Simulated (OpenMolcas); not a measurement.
**Lines of Ti III: computed and rescaled rates**

```yaml
Program: OpenMolcas 26.06
Method: "MS-RASPT2, IPEA 0.25 Eh, imaginary shift 0.1 Eh (closed shells correlated: 3s 3p)"
Basis: ANO-RCC-VTZP [6s5p3d2f1g]
Scalar_Hamiltonian: DKH2, point nucleus
Active_space: 2 electrons in 9 orbitals (RAS2 3d 4s; RAS3 4p, at most 2 electrons)
State_averaging: 2S+1 = 3 even, 15 roots; 2S+1 = 1 even, 20 roots kept (CI in the orbitals of an earlier block); 2S+1 = 3 odd, 15 roots; 2S+1 = 1 odd, 15 roots kept (CI in the orbitals of an earlier block)
Spin-orbit_coupling: RASSI with atomic mean-field integrals over the reference wave functions, term energies averaged over their components
```

Rates come from the transition moments of the reference wave functions (E1 and E2 in the length form). At fixed line strength A goes as λ^-3 for E1 and M1 and as λ^-5 for E2, so a rate at the computed wavelength can be rescaled to the measured one. Measured vacuum wavelengths follow from level energies in Corliss and Sugar, J. Phys. Chem. Ref. Data 8, 1 (1979). Branching counts decays inside the model space alone, at computed energies, and the table is only a selection of the E2 and M1 lines, drawn from those between levels with measured partners whose computed energy lies within a factor of 1.5 of the measured one.

```csv
Upper,Lower,Type,λ computed (nm),λ measured (nm),A computed (s-1),A rescaled (s-1),Branching %
3d² ³F₃,3d² ³F₂,M1,50400,54080,2.02e-04,1.64e-04,100.0
3d² ³F₄,3d² ³F₃,M1,38920,42460,3.45e-04,2.66e-04,100.0
3d² ³P₁,3d² ¹D₂,M1,3364,4695,2.16e-03,,4.2
3d² ³P₂,3d² ¹D₂,M1,3211,4449,4.45e-03,,8.8
3d² ¹G₄,3d² ¹D₂,E2,1500,1688,6.17e-04,3.42e-04,4.4
3d² ¹D₂,3d² ³F₃,M1,1244,1206,1.10e-02,,64.8
3d² ¹D₂,3d² ³F₂,M1,1214,1180,5.93e-03,,34.9
3d² ³P₂,3d² ³F₄,E2,918,970.8,3.46e-02,2.62e-02,68.1
3d² ³P₁,3d² ³F₃,E2,908.3,959.8,3.17e-02,2.41e-02,61.9
3d² ³P₀,3d² ³F₂,E2,897.8,948.9,5.04e-02,3.82e-02,100.0
3d² ³P₂,3d² ³F₃,E2,896.8,949.1,1.01e-02,7.61e-03,19.9
3d² ³P₁,3d² ³F₂,E2,892.2,943.1,1.73e-02,1.31e-02,33.8
3d² ³P₂,3d² ³F₂,E2,881.1,932.7,1.56e-03,1.17e-03,3.1
3d² ¹G₄,3d² ³F₄,M1,692.2,715.5,8.15e-03,,58.4
3d² ¹G₄,3d² ³F₃,M1,680.1,703.6,5.16e-03,,36.9
3d² ¹S₀,3d² ¹D₂,E2,414.2,416.6,5.67e+00,5.51e+00,97.7
3d 4s ¹D₂,3d² ¹G₄,E2,380.3,366.2,1.10e+01,1.33e+01,39.0
3d 4s ³D₂,3d² ³P₂,E2,377.4,363.9,2.15e+00,2.58e+00,4.0
3d 4s ³D₃,3d² ³P₂,E2,374.6,360.9,2.58e+00,3.11e+00,4.7
3d 4s ¹D₂,3d² ¹D₂,E2,303.4,300.9,1.71e+01,1.78e+01,60.3
3d 4s ³D₂,3d² ³F₄,E2,267.4,264.7,1.05e+01,1.10e+01,19.3
3d 4s ³D₃,3d² ³F₄,E2,266,263.1,3.84e+01,4.06e+01,70.4
3d 4s ³D₂,3d² ³F₃,E2,265.6,263.1,2.52e+01,2.64e+01,46.4
3d 4s ³D₂,3d² ³F₂,E2,264.2,261.8,1.48e+01,1.55e+01,27.3
3d 4s ³D₃,3d² ³F₃,E2,264.2,261.5,1.11e+01,1.17e+01,20.4
```

Spin-changing lines and M1 lines between different terms are not rescaled, since their strength hangs on the term gaps too.

The largest correction is for 3d² ¹G₄ → 3d² ¹D₂ (E2): 6.17e-04 × (1500 / 1688)^5 = 3.42e-04 s-1, a factor of 0.55.

The computed rate and branching of 3d² ³F₃ → 3d² ³F₂ give the upper level a radiative lifetime of 1.000 / 2.02e-04 s-1 = 4.95e+03 s, counting decays inside the model space alone. The rescaled rate gives about 6.1e+03 s.

These are rates of the free ion; in crystals, glasses and complexes forced electric-dipole and non-radiative decay shorten such lifetimes by orders of magnitude. No measured rate stands beside these. Rescaling mends the energy factor alone: line strengths can still be far off where a level mixes with configurations outside the active space, and weak or spin-changing lines hang on small mixing coefficients that depend on the term gaps too, so rescaling need not improve them.

CASPT2 does not keep the components of a term degenerate, so their means are used; among the terms shown or strongly mixed into the levels shown the widest spread is 910 cm-1 (3d² ¹G). Terms from blocks run as CI alone lack orbitals of their own. A single d shell beside an s shell can misplace configurations of different d count against each other. Measured partners are found by configuration, term and J. A level has none where our copy of the source lacks it or the pairing is in doubt (some pairs that miss far off the trend of their configuration count as doubtful). Only configurations of the active space appear.
